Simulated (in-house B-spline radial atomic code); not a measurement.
Inner levels of platinum as electrons are removed. A shift is the extra binding of the orbital against the neutral atom ([Xe] 4f14 5d3/2(4) 5d5/2(5) 6s1). The density at the nucleus is averaged over the nuclear charge. Computed with a radial B-spline atomic code at the basis-set limit: Dirac-Hartree-Fock, jj configuration that fills j = l - 1/2 first, finite nuclei.

A number in brackets counts the electrons of a j subshell.

```
  ion                    configuration  shift of 2p3/2 (eV)  shift of 3s1/2 (eV)  shift of 3p1/2 (eV)  radius of 2p3/2 (bohr)  radius of 3s1/2 (bohr)  radius of 3p1/2 (bohr)  Σ<r²> (bohr²)  change of density at nucleus (bohr⁻³)
Pt44+  [Ar] 3d10 4s2 4p1/2(2) 4p3/2(2)              2154.41              2065.35              2073.22                0.067422                 0.18341                 0.17367         1.6318                                 4178.1
Pt45+  [Ar] 3d10 4s2 4p1/2(2) 4p3/2(1)              2237.81              2139.79              2148.87                0.067409                 0.18325                 0.17349          1.453                                4629.75
Pt46+           [Ar] 3d10 4s2 4p1/2(2)              2322.09              2214.88               2225.2                0.067395                 0.18308                  0.1733         1.2778                                5089.07
Pt47+           [Ar] 3d10 4s2 4p1/2(1)                    ?                    ?                    ?                       ?                       ?                       ?              ?                                      ?
Pt48+                    [Ar] 3d10 4s2              2503.76              2373.84              2380.74                0.067351                 0.18266                 0.17317         0.9694                                 4765.4
Pt49+                    [Ar] 3d10 4s1                    ?                    ?                    ?                       ?                       ?                       ?              ?                                      ?
Pt50+                        [Ar] 3d10              2683.01              2528.77              2541.11                0.067316                 0.18254                 0.17278        0.66688                               -12233.6
Pt51+           [Ar] 3d3/2(4) 3d5/2(5)              2848.62              2655.97              2674.15                0.067251                 0.18175                 0.17189        0.62712                               -11423.3
Pt52+           [Ar] 3d3/2(4) 3d5/2(4)              3016.26              2784.36              2808.49                0.067184                 0.18096                   0.171        0.58848                               -10596.9
```

Task: Fill in the row of Pt47+.

Result: shift of 2p3/2 (eV): 2412.44; shift of 3s1/2 (eV): 2294.01; shift of 3p1/2 (eV): 2302.63; radius of 2p3/2 (bohr): 0.067373; radius of 3s1/2 (bohr): 0.18287; radius of 3p1/2 (bohr): 0.17333; Σ<r²> (bohr²): 1.122; change of density at nucleus (bohr⁻³): 4931.89.

Task: Fill in the row of Pt49+.

Result: shift of 2p3/2 (eV): 2592.98; shift of 3s1/2 (eV): 2451.02; shift of 3p1/2 (eV): 2460.62; radius of 2p3/2 (bohr): 0.067334; radius of 3s1/2 (bohr): 0.18268; radius of 3p1/2 (bohr): 0.17297; Σ<r²> (bohr²): 0.81679; change of density at nucleus (bohr⁻³): -3634.37.
